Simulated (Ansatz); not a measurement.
`C[O][Ga][CH3]` radical, 10 atoms. The species carries charge 0 and has multiplicity 2. Correlated methods include outer-core shells of Ga, which these sets cover unevenly. Scalar relativity is left out up to krypton. All runs use 4 threads of a server CPU on a shared host. Correlated methods freeze the cores. Open-shell runs search over several starts.

(1) Give the basis size and wall time and peak host memory of each of these runs in Ansatz. UKS PBE0-D4/def2-SVP energy; UKS B2PLYP (frozen core)/def2-TZVPP energy; UKS SPW92 (LDA)/def2-TZVPP energy; UHF-CCSD(T)/def2-TZVPP energy; UKS PBE-D4/def2-TZVPP energy and forces; UHF-CCSD(T)/def2-SVP energy; UKS ωB97M-V/def2-QZVPP energy; UKS PBE0-D4/def2-QZVPP energy; UKS ωB97M-V/def2-SVP energy; direct RPA on PBE orbitals/def2-TZVPP energy; UKS LC-ωPBE/def2-TZVPP energy; UKS PBE0-D4/def2-TZVP frequencies. (An estimate is asked.)

Results:

(1) Computed: Other jobs shared the machine, so times are rough.

```csv
level,job,functions,wall time,peak host memory (GiB)
UKS PBE0-D4/def2-SVP,energy,104,1.9 s,0.3
UKS SPW92 (LDA)/def2-TZVPP,energy,225,2.2 s,0.3
UKS PBE-D4/def2-TZVPP,energy and forces,225,3.4 s,0.31
UKS LC-ωPBE/def2-TZVPP,energy,225,4.2 s,0.46
UKS B2PLYP (frozen core)/def2-TZVPP,energy,225,6.5 s,0.7
UKS ωB97M-V/def2-SVP,energy,104,7.5 s,0.51
direct RPA on PBE orbitals/def2-TZVPP,energy,225,8 s,0.66
UKS PBE0-D4/def2-QZVPP,energy,440,16 s,1.9
UHF-CCSD(T)/def2-SVP,energy,104,21 s,1
UKS ωB97M-V/def2-QZVPP,energy,440,34 s,2.4
UKS PBE0-D4/def2-TZVP,frequencies,177,2.3 min,0.53
UHF-CCSD(T)/def2-TZVPP,energy,225,17 min,4.8
```

LC-ωPBE has ω = 0.4 bohr⁻¹.
